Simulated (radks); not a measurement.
Coulomb parameter of the 3d shell of neutral nickel in the model configuration [Ar] 3d6 4s2 4p2, as a second difference U = [E(n + 0.5) + E(n - 0.5) - 2 E(n)] / (0.5)^2 with all orbitals relaxed. "Bare": the charge of the atom changes with n. "Screened": the 4p shell takes up the change at fixed total charge, which measures U(3d,3d) + U(4p,4p) - 2 U(3d,4p). Calculated with a radial shooting solver on a logarithmic mesh with Libxc functionals: scalar-relativistic Kohn-Sham, LDA (Slater exchange, Perdew-Wang correlation), spin-unpolarised, spherical densities, point nucleus.

case,configuration,E - E(n) (eV)
start,[Ar] 3d6 4s2 4p2,0.000
bare +0.5,[Ar] 3d6.5 4s2 4p2,-10.350
bare -0.5,[Ar] 3d5.5 4s2 4p2,14.248
screened +0.5,[Ar] 3d6.5 4s2 4p1.5,-9.353
screened -0.5,[Ar] 3d5.5 4s2 4p2.5,11.132

U(bare) = 15.592 eV, U(screened by 4p) = 7.114 eV, against the Slater integral F0(3d,3d) = 28.876 eV with frozen orbitals. The step up makes a negative ion, whose loosely bound charge lowers the bare value.
